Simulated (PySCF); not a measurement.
## Polarisability as a sum over states

Species: 4-fluoro-2-methylaniline, C7H8FN.
SMILES with atom numbers: `[CH3:1][c:2]1[cH:3][c:4]([F:5])[cH:6][cH:7][c:8]1[NH2:9]` (hydrogens: H10, H11, H12 on C1; H13 on C3; H14 on C6; H15 on C7; H16, H17 on N9)

Geometry (GFN2-xTB, Å), atoms numbered from 1 in this order:
```
atom  x, y, z in Å
C1    -1.5207   -1.2794   -0.7986
C2    -0.3100   -0.5646   -0.2749
C3     0.9315   -1.1762   -0.2986
C4     2.0411   -0.5157    0.1953
F5     3.2459   -1.1370    0.1601
C6     1.9508    0.7579    0.7199
C7     0.7154    1.3754    0.7398
C8    -0.4215    0.7343    0.2493
N9    -1.6559    1.3499    0.3506
H10   -1.2555   -2.2785   -1.1327
H11   -2.2801   -1.3633   -0.0217
H12   -1.9558   -0.7435   -1.6442
H13    1.0435   -2.1721   -0.6987
H14    2.8306    1.2516    1.0998
H15    0.6219    2.3724    1.1453
H16   -2.3572    1.0561   -0.3090
H17   -1.6310    2.3448    0.5083
```

Method used: TDDFT PBE0/def2-SVPD, vertical, gas phase, core orbitals frozen in the response (PySCF).

Excitation energies and transition dipoles (atomic units, axes of the coordinates) of those of the lowest 6 singlets that add 0.02 au or more to the mean polarisability:

```
state  ΔE (hartree)      μx      μy      μz
   S1        0.1721  -0.466  -0.485  -0.300
   S2        0.1960  -0.094   0.178  -0.166
   S3        0.2075  -0.707   0.498   0.136
   S4        0.2201  -0.055   0.049  -0.092
   S6        0.2426  -0.069   0.032   0.100
```

Problem. What does each state add to αxx, αyy and αzz, and how do the sums compare with the full static tensor?

Solution. Each state adds 2 μα² / ΔE.

```
        state  αxx (au)  αyy (au)  αzz (au)
           S1      2.52      2.74      1.04
           S2      0.09      0.32      0.28
           S3      4.82      2.39      0.18
           S4      0.03      0.02      0.08
           S6      0.04      0.01      0.08
 all 6 states       7.5       5.5       1.7
full response     112.3      94.2      63.8
    share (%)         7         6         3
```

The rest comes from the higher roots of the same response equations.

Problem. Give the full tensor and its principal values.

Solution. In au, rows and columns x, y, z:
```
x   112.3  -4.4   9.1
y    -4.4  94.2  15.5
z     9.1  15.5  63.8
```
Principal values 55.5, 100.7 and 114.2 au; mean 90.1 au (13.36 Å³).

Problem. By how much does the contribution of these states grow at 1064 nm?

Solution. With ω = 0.0428 hartree each state's term in the mean polarisability goes from f / ΔE² to f / (ΔE² − ω²), f = (2/3) ΔE |μ|²; the sum over all 6 states goes from 4.89 to 5.16 au, a rise of 0.26 au.

The run took about 2.2 min of CPU time (with the writing of density and orbital grids) (one thread, shared machine).
